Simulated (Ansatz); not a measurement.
Reactions of BH5O2Sn (`[BH2][SnH]([OH])[OH]`).

Isolated molecules relaxed with PBE0-D4/def2-TZVP in Ansatz; ΔE leaves out vibrations. CBS: MP2 limit from def2 TZ/QZ plus the TZ coupled-cluster correction, frozen cores. This one scheme is used for every species, atoms too. No spin–orbit coupling; open shells (•) take unrestricted orbitals. Spin–orbit coupling would lower the free atoms: a little for B, O; strongly for Sn. Elements past krypton have def2 core potentials. For Br, Sn outer-core shells are correlated without core-valence functions, so the limit isn't a true one: a few kJ/mol of doubt a bond, and 10 to 20 or more in all where bonds break to atoms. Scalar relativity is left out up to krypton. One conformer a species, not always the lowest.

**Question.** Order these by ΔE at CCSD(T)/CBS, lowest first. (An estimate is asked.)
A. `[BH2][SnH]([OH])[OH]` + `C[SiH](S)Cl` → `BS[SiH](C)Cl` + `[OH][SnH2][OH]`
B. `[BH2][SnH]([OH])[OH]` + HBr → `[OH][SnH]([OH])[Br]` + BH₃
C. `[BH2][SnH]([OH])[OH]` + H₂ → `[OH][SnH2][OH]` + BH₃
D. `[BH2][SnH]([OH])[OH]` + H–F → `[BH2][SnH]([OH])[F]` + H₂O
E. `[BH2][SnH]([OH])[OH]` → BH₃ + `[OH][Sn][OH]`
F. `[BH2][SnH]([OH])[OH]` → B• + 5 H• + 2 O• + Sn•

**Answer.** B (-120.5 kJ/mol), A (-103.2 kJ/mol), E (-55.5 kJ/mol), D (-40.9 kJ/mol), C (-23.3 kJ/mol), F (+2844.6 kJ/mol).

Largest T1 diagnostic: 0.018, for `[OH][Sn][OH]`.
